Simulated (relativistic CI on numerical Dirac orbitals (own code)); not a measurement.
# Mo²⁺: 3d photoemission

Computed with this model: Dirac-Coulomb-Breit CI, KLI orbitals optimised for each configuration, model QED (radiative potential, 1s self-energy scaled to tabulated hydrogen-like ionisation energies), valence Slater integrals scaled by 0.8, multiplet model of photoemission in the sudden approximation; configurations [Kr] 4d4 → [Ar] 3d9 4s2 4p6 4d4; 300 K; Lorentzian 0.3 eV and Gaussian 0.5 eV FWHM. Energies are those of the free ion, without screening or charge transfer. The energies are binding energies and can lie tens of eV above those of solids. S is read from ⟨S²⟩ = S(S + 1).

Field parameters in Wybourne normalisation: Oh B⁴₀ = 21Dq, B⁴₄ = √(5/14) B⁴₀. The field is a parameter set, without covalency.

Computed curve for free ion, scaled to 100 at the maximum (points under 2 are left out and the grid is thinned):

Energy (eV), Intensity and a bar:
```
    253.1        2.1 
    253.4        2.9 
    253.7        4.7 #
    253.9        7.1 ##
    254.2       18.2 #####
    254.5       54.5 ################
    254.8       97.4 ##############################
    255.1       88.0 ###########################
    255.3       74.7 #######################
    255.6       68.4 #####################
    255.9       41.2 ############
    256.2       16.5 #####
    256.5        9.1 ##
    256.7        7.9 ##
    257.0        9.4 ##
    257.3       18.1 #####
    257.6       34.8 ##########
    257.9       47.5 ##############
    258.1       53.0 ################
    258.4       45.1 ##############
    258.7       29.1 #########
    259.0       23.7 #######
    259.2       18.6 #####
    259.5       10.4 ###
    259.8        6.6 #
    260.1        4.2 #
    260.4        2.8 
    260.6        2.4 
    262.8        2.4 
    263.1        4.7 #
    263.4        6.7 #
    263.7        5.9 #
    263.9        5.4 #
    264.2        5.0 #
    264.5        3.3 
    264.8        2.6 
    265.1        2.6 
    265.3        2.4 
    265.6        2.7 
    265.9        2.1
```

The ground state has S = 1.99, and the centroid lies at 256.80 eV.
